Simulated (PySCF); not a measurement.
C₅H₅O₃ (charge -1).
Geometry (GFN2-xTB, Å), atoms numbered from 1 in this order:
```
atom  x, y, z in Å
C1    -0.8827    1.1697   -0.4340
C2    -0.6034    0.7992    0.9956
O3    -1.0805    1.4386    1.9263
C4     0.2648   -0.3466    1.2401
C5     0.8102   -1.1594    0.3272
C6     0.7873   -1.0703   -1.2214
O7     1.7585   -0.4364   -1.6585
O8    -0.1311   -1.6492   -1.8062
H9     0.0559    1.3863   -0.9405
H10   -1.3307    0.3230   -0.9500
H11   -1.5436    2.0341   -0.4785
H12    0.4488   -0.5188    2.3008
H13    1.4421   -1.9699    0.6814
```

Level of theory: TDDFT PBE0/def2-SVPD, vertical, gas phase, core orbitals frozen in the response (PySCF 2.14.0, density-fitted response routines).

Kohn–Sham orbitals with the atoms that hold most of them (Löwdin shares over 4%, at most four atoms; ? is withheld):

```csv
orbital,ε (eV),atoms
HOMO-3,-3.57,"O3 64%, C2 11%, C1 10%, C4 7%"
HOMO-2,-3.04,"O7 43%, O8 42%, C6 12%"
HOMO-1,-2.52,?
HOMO,?,"O7 60%, O8 13%, C4 8%, C5 7%"
LUMO,2.44,?
LUMO+1,4.32,"C4 17%, C5 14%, H12 14%, H13 13%"
LUMO+2,4.57,"C1 17%, H13 13%, O3 12%, H11 10%"
```

Q: Which atoms hold the HOMO-1, and with what shares?

A: O8 (bonded to C) 58%; C5 (bonded to 2 C and H) 12%; O7 (bonded to C) 11%; C6 (bonded to C and 2 O) 10%. By element: oxygen 69% or more, carbon 22% or more.

Q: Which atoms hold the LUMO, and with what shares?

A: C5 (bonded to 2 C and H) 25%; C2 (bonded to 2 C and O) 23%; O3 (bonded to C) 22%; C4 (bonded to 2 C and H) 12%. By element: carbon 60% or more, oxygen 22% or more.

Q: What is the HOMO energy, and the HOMO–LUMO gap?

A: ε(HOMO) = -2.46 eV; the gap is 4.89 eV (0.1798 hartree).

Q: How does S1 compare with the orbital gap of 4.89 eV?

A: S1 is at 3.69 eV (f = 0.0018), 1.21 eV below the gap, made of HOMO-1→LUMO (78%), HOMO→LUMO (14%). Its leading pair isn't HOMO and LUMO; the energies of that pair differ by 4.95 eV. 

Q: Give energy, strength and leading configuration of S1, S3 and S4, and follow the Löwdin shares of the leading atoms from the occupied to the empty orbital.

A: 
- S1 (3.69 eV, f 0.0018), HOMO-1→LUMO (78%): O8 58% → at most 12%, C5 12% → 25%, C2 at most 9% → 23%
- S3 (4.10 eV, f 0.101), HOMO→LUMO (71%): O7 60% → at most 12%, O8 13% → at most 12%, C5 7% → 25%, C2 at most 7% → 23%
- S4 (4.27 eV, f 0.0012), HOMO-2→LUMO (97%): O7 43% → at most 12%, O8 42% → at most 12%, C5 at most 4% → 25%, C2 at most 4% → 23%

Löwdin shares depend on the basis, the more so with diffuse functions.

One conformer stands for the species.
